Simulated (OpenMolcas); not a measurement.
# Ti3+: effect of the metal basis and ligand basis

Ti3+ with 6 ligands (chloride) in octahedral coordination (Oh) at 2.43 Å. A charge of +0.5 e stands 3.2 Å behind each ligand.

| Quantity | Value |
| --- | --- |
| Program | OpenMolcas 26.06 |
| Method | CASSCF |
| Spin-orbit coupling | RASSI with atomic mean-field integrals over the reference wave functions |

Fixed: active space 1 electron in 5 orbitals (3d), DKH2 Hamiltonian.

States (labels of O, the rotations of Oh). Energies in cm-1 above the lowest state or level, χT in cm3 K/mol; under a threefold ground state the first gap can be a small split of the lowest multiplet, not the spin-orbit step; 10Dq is the gap between the two states.

```json
{"Run": "A", "Metal basis": "ANO-RCC-VDZP", "Ligand basis": "ANO-RCC-VDZP", "Ground state": "2T2", "First state of that spin": "2E 10904", "10Dq": "10904", "First gap with spin-orbit (degeneracies)": "215.1 (4, 2)", "χT at 300 K": "0.451", "Cost": "roughly 11 core-seconds"}
{"Run": "B", "Metal basis": "ANO-RCC-VTZP", "Ligand basis": "ANO-RCC-VTZP", "Ground state": "2T2", "First state of that spin": "2E 10830", "10Dq": "10830", "First gap with spin-orbit (degeneracies)": "215.2 (4, 2)", "χT at 300 K": "0.452", "Cost": "roughly 70 core-seconds"}
```

Against A, |10Dq| changes by -0.7 % in B.

Costs are those of the RASSCF and RASSI steps.

An orbital triplet at a regular site is open to Jahn-Teller coupling, which can distort the site and quench the lowest spin-orbit gaps and is left out. Ligand-to-metal charge-transfer states are missing. With metal d orbitals alone and no dynamic correlation the field as a rule comes out too small, by tens of per cent, by up to half for chloride and softer ligands. The least metal-like active orbital is 84 % on the metal (Löwdin) and no ligand orbital is active, so the numbers are rough (holds for B). No measured value stands beside these numbers; the geometry was imposed, not optimised, and the real ion may take another.
